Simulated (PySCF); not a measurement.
Thieno[3,2-b]thiophene, C6H4S2.
InChI=1S/C6H4S2/c1-3-7-6-2-4-8-5(1)6/h1-4H

Computed, not measured: wB97X-D/def2-SVPD in PySCF (dipole) on a GFN2-xTB geometry, gas phase.

Take the most abundant isotopes and a rigid rotor. 

Q: What are A, B and C (GHz)?

A: Ia = 149.35, Ib = 378.17, Ic = 527.52 u·Å²; 505379 MHz·u·Å²/I gives 3384, 1336 and 958.0 MHz, that is A = 3.3840, B = 1.3364, C = 0.9580 GHz.

Q: What kind of rotor is it?

A: An asymmetric top. Ray's parameter κ = (2B − A − C)/(A − C) = -0.688; −1 is the prolate and +1 the oblate limit.

Q: What does the inertial defect say?

A: Planar: Δ = Ic − Ia − Ib = 0.00 u·Å². For a rigid frame Δ = −2 Σ m c², so it vanishes when all atoms lie in the ab plane; here none is more than 0.01 Å from it.

Q: Give the coordinates in the principal-axis frame, origin at the centre of mass.

A: The sense of each axis is arbitrary; atoms in the order of the calculation.
```json
{"atom": "C1", "mass (u)": "12.000", "a (Å)": "-2.028", "b (Å)": "-1.013", "c (Å)": "0.000"}
{"atom": "C2", "mass (u)": "12.000", "a (Å)": "-0.812", "b (Å)": "-1.614", "c (Å)": "0.000"}
{"atom": "C3", "mass (u)": "12.000", "a (Å)": "0.225", "b (Å)": "-0.657", "c (Å)": "0.000"}
{"atom": "S4", "mass (u)": "31.972", "a (Å)": "1.952", "b (Å)": "-0.718", "c (Å)": "0.000"}
{"atom": "C5", "mass (u)": "12.000", "a (Å)": "2.028", "b (Å)": "1.013", "c (Å)": "0.000"}
{"atom": "C6", "mass (u)": "12.000", "a (Å)": "0.811", "b (Å)": "1.614", "c (Å)": "0.000"}
{"atom": "C7", "mass (u)": "12.000", "a (Å)": "-0.225", "b (Å)": "0.657", "c (Å)": "0.000"}
{"atom": "S8", "mass (u)": "31.972", "a (Å)": "-1.952", "b (Å)": "0.719", "c (Å)": "0.000"}
{"atom": "H9", "mass (u)": "1.008", "a (Å)": "-2.992", "b (Å)": "-1.480", "c (Å)": "0.001"}
{"atom": "H10", "mass (u)": "1.008", "a (Å)": "-0.659", "b (Å)": "-2.677", "c (Å)": "0.001"}
{"atom": "H11", "mass (u)": "1.008", "a (Å)": "2.992", "b (Å)": "1.480", "c (Å)": "0.001"}
{"atom": "H12", "mass (u)": "1.008", "a (Å)": "0.659", "b (Å)": "2.677", "c (Å)": "0.001"}
```

The point group C2h allows no dipole (computed: 0.00 D), so a rigid rotor has no electric-dipole lines.

Q: Estimate the classical rotational partition function at 25 K, 298.15 K and 500 K.

A: Point group C2h, symmetry number σ = 2; q = (√π/σ)·√((kT/h)³/(ABC)), k/h = 20836.6 MHz/K: 5060 at 25 K, 208000 at 298.15 K, 453000 at 500 K.

No GFN2-xTB frequencies stand behind this structure, so it isn't proved a minimum. These are rigid-rotor constants of the computed structure; measured ground-state constants (B0) also hold zero-point vibration.

Hardware: Arm Neoverse V2, one thread, no GPU, on a shared host. Cost: 30 s of wall time. This is the wB97X-D/def2-SVPD job that gave the dipole, with the excitations it also computed.
